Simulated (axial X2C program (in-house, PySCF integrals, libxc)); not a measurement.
Low determinants of PBr⁻ at the PBE0 level, with spin–orbit coupling

Computed with an in-house all-electron X2C program for linear molecules (integrals from PySCF). Two-component (2c) means X2C with spin–orbit coupling and atomic mean-field two-electron Coulomb and Gaunt terms. Basis: Br dyall-acv3z [9s10p7d5f1g], P dyall-av3z [9s8p3d2f] (cores contracted in-house); Gaussian nuclei, density fitting, unrestricted open shells. Masses: Br 78.918 u, P 30.974 u.

Search at 2.318 Å (vertical energies from the lowest determinant):

```csv
ΔE (eV),state,electrons beyond evenly filled partner blocks,"electrons in ±ω = 1/2, 3/2, 5/2, 7/2"
0.00,Ω = 3/2,ω = 3/2,36 13 2 0
0.05,Ω = 1/2,ω = 1/2,35 14 2 0
1.29,Ω = 1/2,"2 × ω = -1/2, ω = 3/2",36 13 2 0
1.93,Ω = 1/2,ω = 1/2,37 12 2 0
2.00,Ω = 5/2,"2 × ω = 1/2, ω = 3/2",36 13 2 0
2.57,Ω = 5/2,"ω = -1/2, 2 × ω = 3/2",35 14 2 0
3.55,Ω = 7/2,"ω = 1/2, 2 × ω = 3/2",35 14 2 0
```

Lowest determinant, Ω = 3/2 (⟨Sz⟩ = 0.50, ⟨Lz⟩ = 1.00 at PBE0): Re = 2.312 Å, ωe = 336.9 cm⁻¹.

The determinant in row 2 of the search, Ω = 1/2 (⟨Sz⟩ = -0.50, ⟨Lz⟩ = 1.00 at PBE0), was followed along the bond at PBE0; measured from the minimum of the lowest determinant it gives:

Te = 0.050 eV (400 cm⁻¹), Re = 2.316 Å, ωe = 334.7 cm⁻¹.

Task: Compare the bond of the determinant in row 2 with that of the lowest one.

Result: At PBE0 its Re is 0.004 Å longer and its force constant, which goes as ωe², is 0.99 times that of the lowest determinant. T0 ≈ Te + Δωe/2 = 400 + (-1) = 399 cm⁻¹.

The search compares states at one distance, so a state with another bond length can lie lower; it is not exhaustive and yields mostly the lowest determinant of each block pattern, so other components and higher states of one pattern are missing. These are energies of single determinants, not of spin-adapted states; PBE0 term energies can be off by some tenths of an eV, and the functional has no current term. For an anion, determinants above electron detachment are held by the basis set. The highest occupied level of some functionals is positive through self-interaction error; at Hartree–Fock it is bound. Row 1 has a positive highest level at its minimum. Row 2 has a positive highest level at its minimum.
